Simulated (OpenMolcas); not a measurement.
A calculation on neutral indium.

```yaml
Program: OpenMolcas
Method: RASSCF
Basis: ANO-RCC-VQZP [8s7p5d3f2g]
Scalar_Hamiltonian: DKH2, point nucleus
Active_space: 3 electrons in 9 orbitals (RAS2 5s 5p; RAS3 5d, at most 2 electrons)
State_averaging: 2S+1 = 2 odd, 3 roots; 2S+1 = 2 even, 5 roots; 2S+1 = 4 even, 3 roots kept (CI in the orbitals of an earlier block)
Spin-orbit_coupling: RASSI with atomic mean-field integrals over the reference wave functions, term energies averaged over their components
```

(1) Which level of the active space comes out lowest?

(2) How high does 5s 5p2 2D 5/2 lie?

(3) How high does 5s 5p2 4P 3/2 lie?

(4) How high does 5s 5p2 4P 5/2 lie?

Measured values: NIST Handbook of Basic Atomic Spectroscopic Data.

Results:

(1) 5s2 5p 2P* 1/2, with 100 % of that term; it is also the measured ground level.

(2) 42184 cm-1 above the lowest level.

(3) 29985 cm-1 above the lowest level; measured 36021 cm-1 above the ground level, so the calculation is off by -17 %.

(4) 31112 cm-1 above the lowest level; measured 37452 cm-1 above the ground level, so the calculation is off by -17 %.

Without dynamic correlation excited terms often stand tens of per cent too high (terms of higher spin than the ground term too low), and those without a measured partner can miss by more than the paired ones. Terms from blocks run as CI alone lack orbitals of their own. Active for correlation alone: 5d; no level in the range computed is led by a configuration that fills it, so any true level of that kind is missing. Some terms mix strongly with configurations of 5d, whose occupation reaches 0.24 (5s 5p2 2D). Computed and measured levels are paired by configuration, term and J; levels that our copy of the source lacks, or whose pairing is in doubt (as where it misses far off the trend of its configuration), stay unpaired and out of the deviations. Only configurations of the active space appear.

* marks odd parity.
